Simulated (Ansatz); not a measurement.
The same path of FH + GeH4 (7 atoms, charge 0, multiplicity 1) was run twice with different band settings. Lost on the way: Ge1–H2, F6–H7. Made: Ge1–F6, H2–H7.

All numbers below come from RKS revPBE-D4/def2-SVP (Ansatz 0.2.0).

Relaxed end points:

```xyz
7
Properties=species:S:1:pos:R:3
Ge 0.257 0.000 -0.116
H 0.192 0.000 1.444
H 1.756 0.000 -0.513
H -0.434 1.274 -0.652
H -0.434 -1.274 -0.652
F -2.521 0.000 1.384
H -1.701 0.000 1.837
```

```xyz
7
Properties=species:S:1:pos:R:3
Ge -0.234 0.001 -0.795
H -0.560 -0.002 3.547
H 1.146 0.002 -0.088
H -0.469 1.287 -1.628
H -0.469 -1.288 -1.625
F -1.460 0.002 0.489
H -0.839 -0.001 2.833
```

Common settings: spring 5.0 eV/Å²; optimiser quadratic models (default); start path through a guess of the saddle point; force threshold 0.05 eV/Å; iteration limit 60; end points relaxed.

| run | movable images | climbing image |
| --- | --- | --- |
| 1 | 9 | yes |
| 2 | 4 | no |

(1) What does each run give, and how far can it be trusted?

Results:

(1) Run 1: converged after 14 iterations, highest image 1.399 eV above the first end. A vibrational analysis at the climbing image gives 2 clearly imaginary modes (1110i, 193i cm⁻¹): a point of higher order, so a lower path passes nearby.
Run 2: converged after 9 iterations, highest image 0.931 eV above the first end. No image climbed, so the highest image needn't sit at the top of the path. A band with more images between the same ends climbed to 1.40 eV, so this one has probably stepped over the top.
The orbitals stay closed-shell, which can raise the energy where a bond breaks towards radicals; this wasn't checked here.
